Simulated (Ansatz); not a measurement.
Computed with Ansatz on PBE0-D4/def2-TZVP structures; ΔE is electronic, products minus reactants. CCSD(T)/CBS adds triple-zeta CCSD(T) − MP2 to the extrapolated MP2 energy (def2 sets, frozen cores). This one scheme is used for every species. DFT in def2-TZVPP. For Ge outer-core shells are correlated without core-valence functions, which leaves a few kJ/mol of doubt a bond. Scalar relativity is left out up to krypton.

`F[SiH](Cl)[GeH3]` → `F[Si]Cl` + GeH₄  (silylene formation by 1,1-elimination)

`F[SiH](Cl)[GeH3]`:

```xyz
8

F    -0.121    2.029   -1.010
Si    0.484    0.557   -0.886
Cl    2.472    0.730   -0.429
Ge   -0.629   -0.616    0.855
H     0.391   -0.071   -2.224
H    -2.132   -0.716    0.551
H    -0.423    0.119    2.186
H    -0.042   -2.031    0.956
```

`F[Si]Cl`:

```xyz
3

F    -1.339    0.166   -0.276
Si    0.100    0.784    0.069
Cl    1.239   -0.950    0.207
```

GeH₄:

Cartesian coordinates in Å:
```
Ge 0.000 0.000 0.000
H 0.847 -0.681 1.082
H -1.276 -0.817 -0.240
H 0.806 0.084 -1.303
H -0.377 1.414 0.460
```

```json
{"level": "PBE0-D4", "ΔE (kJ/mol)": "163.7"}
{"level": "r2SCANh", "ΔE (kJ/mol)": "166.5"}
{"level": "BHLYP", "ΔE (kJ/mol)": "146.0"}
{"level": "HF/def2-TZVPP", "ΔE (kJ/mol)": "142.5"}
```

(1) What does CCSD(T)/CBS give? (An estimate is asked.)

(2) What do rigid-rotor, harmonic-oscillator terms from PBE0-D4/def2-TZVP frequencies (298.15 K, 1 bar) make of the CCSD(T)/CBS value? (Estimate.)

Largest T1 diagnostic among the species: 0.014.

Results:

(1) The calculation gave: +154.5 kJ/mol. The listed levels differ from it by 9.2, 12.0, -8.5, -12.0 kJ/mol.

(2) Computed: ΔZPE = -9.4 kJ/mol, ΔH = +147.2 kJ/mol, ΔS = 136 J/(mol·K), ΔG = +106.7 kJ/mol.

The D4 term adds +13.6 kJ/mol with B3LYP and +7.4 kJ/mol with PBE0; it sums over pairs of atoms, weighted by their polarisabilities, and B3LYP, whose exchange is more repulsive, gets the larger term. From BLYP to BHLYP (50 % exact exchange), in def2-TZVPP and without D4, ΔE moves by +34.9 kJ/mol. In def2-TZVPP, CCSD(T) changes the Hartree–Fock value by +5.2 kJ/mol (the triples alone add +0.3 kJ/mol) and MP2 by +17.4 kJ/mol.

B3LYP here is the variant with VWN-RPA as its local correlation; programs differ in this.
